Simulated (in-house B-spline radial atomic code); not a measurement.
# Pd II (Pd+): [Kr] 4d9

Method: Dirac-Kohn-Sham PBE, spherical fractional occupations, Fermi nucleus of rms radius 4.5318 fm. Calculated with a radial B-spline atomic code at the basis-set limit.

Screening seen three ways: the hydrogenic charge with the same mean radius, Z_r = [3n² - l(l+1)]/(2<r>), the one with the same energy, Z_e = n√(-2ε), and Slater's rules. Values are occupation-weighted means over j. An effective charge above Z reflects the relativistic contraction of the inner shells.

| shell | electrons | ε (eV) | <r> (bohr) | Z_r | Z_e | Slater |
| --- | --- | --- | --- | --- | --- | --- |
| 1s | 2 | -24163 | 0.03185 | 47.09 | 42.14 | 45.70 |
| 2s | 2 | -3536.7 | 0.138 | 43.49 | 32.25 | 41.85 |
| 2p | 6 | -3175 | 0.1204 | 41.51 | 30.55 | 41.85 |
| 3s | 2 | -646.96 | 0.3791 | 35.62 | 20.69 | 34.75 |
| 3p | 6 | -527.65 | 0.3784 | 33.03 | 18.68 | 34.75 |
| 3d | 10 | -336.61 | 0.3577 | 29.35 | 14.92 | 24.85 |
| 4s | 2 | -96.624 | 0.9455 | 25.38 | 10.66 | 18.25 |
| 4p | 6 | -62.534 | 1.04 | 22.11 | 8.58 | 18.25 |
| 4d | 9 | -14.616 | 1.462 | 14.37 | 4.15 | 7.20 |

The least bound orbital is 4d5/2 at -14.42 eV, and it is also the most diffuse (<r> = 1.47 bohr).

Spin-orbit splittings of the orbital energies (j = l + 1/2 above j = l - 1/2 when positive): 2p 159.4 eV, 3p 27.78 eV, 3d 5.539 eV, 4p 4.453 eV, 4d 0.4796 eV.

For the 1s electron the small component carries 2.83 % of the norm, the zero-frequency Breit interaction raises the level by 51.82 eV, self-energy by 28.87 eV, and vacuum polarisation lowers it by 3.564 eV.
